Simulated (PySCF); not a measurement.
Zr(H)3(SH) (H₄SZr), SMILES [SH][ZrH3], multiplicity 1.

Geometry: PBE0-D3(BJ)/def2-TZVP. The multiplicity is an assumed one; other spin states were not compared. The def2 effective core potentials stand for the cores of Zr; spin–orbit coupling is left out.

Level of theory: PBE/def2-TZVPD run with PySCF.

Symmetry labels are those of the subgroup Cs that the program uses (full group Cs).

### Question
List the valence orbital energies around the gap with their symmetry. (Estimate from the structure and the level; the computed values follow.)

### Answer

```json
[
 {"orbital": "HOMO−7", "symmetry": "A\"", "energy (eV)": "-32.69"},
 {"orbital": "HOMO−6", "symmetry": "A'", "energy (eV)": "-18.15"},
 {"orbital": "HOMO−5", "symmetry": "A'", "energy (eV)": "-10.52"},
 {"orbital": "HOMO−4", "symmetry": "A'", "energy (eV)": "-8.08"},
 {"orbital": "HOMO−3", "symmetry": "A'", "energy (eV)": "-7.61"},
 {"orbital": "HOMO−2", "symmetry": "A\"", "energy (eV)": "-7.31"},
 {"orbital": "HOMO−1", "symmetry": "A'", "energy (eV)": "-7.18"},
 {"orbital": "HOMO", "symmetry": "A\"", "energy (eV)": "-6.96"},
 {"orbital": "LUMO", "symmetry": "A'", "energy (eV)": "-3.43"},
 {"orbital": "LUMO+1", "symmetry": "A\"", "energy (eV)": "-3.26"},
 {"orbital": "LUMO+2", "symmetry": "A'", "energy (eV)": "-2.67"},
 {"orbital": "LUMO+3", "symmetry": "A'", "energy (eV)": "-2.26"}
]
```
